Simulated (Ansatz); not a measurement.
Total energies of `C[CH2][Ga]([OH])[OH]`.

```xyz
12

C    -0.278   -0.397    1.791
C     0.006   -0.997    0.418
Ga    0.152    0.313   -1.022
O    -0.051    2.063   -0.688
O     0.489   -0.174   -2.713
H    -0.349   -1.176    2.555
H    -1.215    0.163    1.802
H     0.508    0.296    2.100
H    -0.775   -1.706    0.128
H     0.937   -1.572    0.423
H     0.035    2.640   -1.449
H     0.540    0.546   -3.344
```

Total charge 0; spin multiplicity 1. Correlated methods include outer-core shells of Ga, which these sets cover unevenly. Scalar relativity is left out up to krypton. Geometry: relaxed with PBE0-D4/def2-TZVP. It is one conformer, not always the lowest. Basis def2-TZVPP, Ansatz.

RPA on PBE orbitals: Hartree–Fock energy of these orbitals -2152.87890 Eh, correlation -1.67743 Eh (frozen core).

```json
{"functional": "LDA (SPW92)", "energy without D4 (Eh)": "-2151.03107", "D4 term (kJ/mol)": "–"}
{"functional": "r2SCAN", "energy without D4 (Eh)": "-2155.76446", "D4 term (kJ/mol)": "-5.3"}
{"functional": "B97M-V", "energy without D4 (Eh)": "-2155.48037", "D4 term (kJ/mol)": "–"}
{"functional": "PBE0", "energy without D4 (Eh)": "-2155.38375", "D4 term (kJ/mol)": "-18.1"}
{"functional": "r2SCANh", "energy without D4 (Eh)": "-2155.74087", "D4 term (kJ/mol)": "-5.7"}
{"functional": "r2SCAN0", "energy without D4 (Eh)": "-2155.70733", "D4 term (kJ/mol)": "-6.3"}
{"functional": "HSE06 (plane-wave form)", "energy without D4 (Eh)": "-2155.37150", "D4 term (kJ/mol)": "-16.9"}
{"functional": "BHLYP", "energy without D4 (Eh)": "-2155.74361", "D4 term (kJ/mol)": "-26.9"}
{"functional": "ωB97X-V", "energy without D4 (Eh)": "-2155.64689", "D4 term (kJ/mol)": "–"}
{"functional": "PBE-QIDH", "energy without D4 (Eh)": "-2155.02163", "D4 term (kJ/mol)": "–"}
```

(1) Give the same for PBE, revPBE, BLYP, B3LYP, CAM-B3LYP, LC-ωPBE, ωB97M-V, B2PLYP. (Best estimate.)

B3LYP takes the VWN-RPA correlation (the form of Gaussian; ORCA's B3LYP/G). HSE06 is the plane-wave form, built on full-range PBE exchange. The double hybrids freeze the cores in their second-order part.

## Answers

(1) The calculation gave: 
| functional | energy without D4 (Eh) | D4 term (kJ/mol) |
| --- | --- | --- |
| PBE | -2155.33180 | -21.4 |
| revPBE | -2155.68033 | -63.3 |
| BLYP | -2155.89502 | -46.4 |
| B3LYP | -2155.95488 | -34.3 |
| CAM-B3LYP | -2155.92378 | -18.4 |
| LC-ωPBE | -2155.51610 | – |
| ωB97M-V | -2155.69976 | – |
| B2PLYP | -2155.36321 | – |

LC-ωPBE has ω = 0.4 bohr⁻¹.
